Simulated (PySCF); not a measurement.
Positional isomers: naphthalene chloro+silyl. Gas-phase values, no solvent. Strings in code marks are SMILES.

Quantity: electronic energy of isomers of C10H9ClSi relative to `[SiH3]c1cc2ccccc2cc1Cl`, in kJ/mol.

Case: `[SiH3]c1ccc2ccccc2c1Cl`. Geometry of `[SiH3]c1ccc2ccccc2c1Cl` (neutral, multiplicity 1, Å):

```xyz
21

Si    -3.6530     0.2425     0.0578
C     -1.8086    -0.1380     0.0201
C     -1.3437    -1.4396    -0.3109
C     -0.0039    -1.7365    -0.3437
C      0.9643    -0.7458    -0.0461
C      2.3539    -1.0281    -0.0733
C      3.2787    -0.0544     0.2184
C      2.8528     1.2511     0.5517
C      1.5137     1.5601     0.5878
C      0.5368     0.5764     0.2917
C     -0.8635     0.8279     0.3104
Cl    -1.4156     2.4290     0.7182
H     -4.3658    -1.0211    -0.3038
H     -4.0924     0.6757     1.4171
H     -4.0112     1.3018    -0.9311
H     -2.0749    -2.2181    -0.5438
H      0.3340    -2.7435    -0.6006
H      2.6757    -2.0401    -0.3320
H      4.3459    -0.2868     0.1933
H      3.5935     2.0202     0.7824
H      1.1833     2.5674     0.8450
```

**Question.** Give the electronic energy of isomers of C10H9ClSi relative to `[SiH3]c1cc2ccccc2cc1Cl` at the level frozen-core MP2/6-31G* // PBE0-D4/def2-SVP (PySCF).

**Answer.** 2.26 kJ/mol.
